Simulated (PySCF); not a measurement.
Ground-state electric properties of a mixed set of molecules.

All values: CAM-B3LYP/def2-SVPD (PySCF) at GFN2-xTB geometries, gas phase, one conformer each. Core orbitals are frozen in the response; Δα² is half the sum of the squared differences of the principal polarisabilities.

(1) Rank by dipole moment, highest first.
A. `[CH2:1]=[C:2]([CH3:3])[CH2:4][CH2:5][F:6]` with C1–C2–C4–C5 -93°, C2–C4–C5–F6 -71°
B. `[F:1][CH:2]1[CH2:3][CH2:4][CH2:5][CH2:6]1` with F1–C2–C3–C4 124°, C2–C3–C4–C5 -29°, C3–C4–C5–C6 41°, C4–C5–C6–C2 -37°
C. `[CH3:1][CH2:2][C:3]1([F:4])[CH2:5][CH2:6]1` with C1–C2–C3–F4 -67°
D. 4-methylisothiazole, `s1cc(cn1)C`
E. `[CH3:1][CH2:2]/[C:3](=[CH:4]/[C:5]#[N:6])[C:7](=[O:8])[OH:9]` with C1–C2–C3–C4 105°, C2–C3–C7–O8 -25°, C3–C7–O9–H 178°

(2) Rank by HOMO–LUMO gap, lowest first.
A. `FC1CCCC1`
B. `CC/C(=C/C#N)C(=O)O`
C. `CCC1(F)CC1`
D. `C=C(C)CCF`
E. `Cc1cnsc1`

Results:

(1) E (3.35 D), D (2.83 D), B (2.00 D), C (1.83 D), A (1.46 D).

(2) B (8.18 eV), E (8.76 eV), D (9.75 eV), C (10.70 eV), A (11.75 eV).

All values together:

| SMILES | formula | μ (D) | HOMO (eV) | LUMO (eV) | α (Å³) | Δα (Å³) | electrons | α per electron (Å³) |
| --- | --- | --- | --- | --- | --- | --- | --- | --- |
| FC1CCCC1 | C5H9F | 2.00 | -10.41 | 1.34 | 8.50 | 0.96 | 48 | 0.177 |
| Cc1cnsc1 | C4H5NS | 2.83 | -8.53 | 0.23 | 10.15 | 5.33 | 52 | 0.195 |
| C=C(C)CCF | C5H9F | 1.46 | -8.56 | 1.18 | 9.24 | 2.58 | 48 | 0.193 |
| CC/C(=C/C#N)C(=O)O | C6H7NO2 | 3.35 | -9.58 | -1.40 | 12.53 | 7.17 | 66 | 0.190 |
| CCC1(F)CC1 | C5H9F | 1.83 | -9.32 | 1.37 | 8.73 | 1.60 | 48 | 0.182 |

Conformers: `[F:1][CH:2]1[CH2:3][CH2:4][CH2:5][CH2:6]1` with F1–C2–C3–C4 124°, C2–C3–C4–C5 -29°, C3–C4–C5–C6 41°, C4–C5–C6–C2 -37°; `[CH2:1]=[C:2]([CH3:3])[CH2:4][CH2:5][F:6]` with C1–C2–C4–C5 -93°, C2–C4–C5–F6 -71°; `[CH3:1][CH2:2]/[C:3](=[CH:4]/[C:5]#[N:6])[C:7](=[O:8])[OH:9]` with C1–C2–C3–C4 105°, C2–C3–C7–O8 -25°, C3–C7–O9–H 178°; `[CH3:1][CH2:2][C:3]1([F:4])[CH2:5][CH2:6]1` with C1–C2–C3–F4 -67°.
